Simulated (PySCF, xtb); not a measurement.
FGe, SMILES [F][Ge] (connectivity only; charge and spin as stated), charge +1, multiplicity 1.

GFN2-xTB in xtb at its own geometry gives an orbital gap of 5.14 eV.

Coordinates come from a PBE-D3(BJ)/def2-TZVPD optimisation. The spin state was assumed, not searched.

Problem. What does r2SCAN/def2-TZVPD (PySCF) give? (The exact figures need the calculation; the answer reports its results.)

Solution. gap 6.13 eV (levels -16.85 and -10.71 eV).
